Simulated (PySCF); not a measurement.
ClSi, charge +1, multiplicity 1. Atoms are numbered in the order given.

```xyz
2

Si     0.0000     0.0000    -1.0830
Cl     0.0000     0.0000     0.8918
```
Charge +1, spin multiplicity 1.

The structure is a stationary point at PBE-D3(BJ)/def2-TZVPD.

The numbers are results of PySCF with PBE/def2-TZVPD, not measurements.

Mulliken values depend strongly on the basis, most of all with diffuse functions as here. ESP charges are fitted to the potential on shells at 1.4 to 2.0 van der Waals radii. Atomic charges (e):

```csv
atom,ESP fit,Mulliken,IAO
Si1,?,0.86,0.97
Cl2,?,0.14,0.03
```

Task: Some entries are withheld; supply them. (Estimate from the structure and the level; the computed values follow.)

Result: 
- Si1, ESP fit: 0.79
- Cl2, ESP fit: 0.21
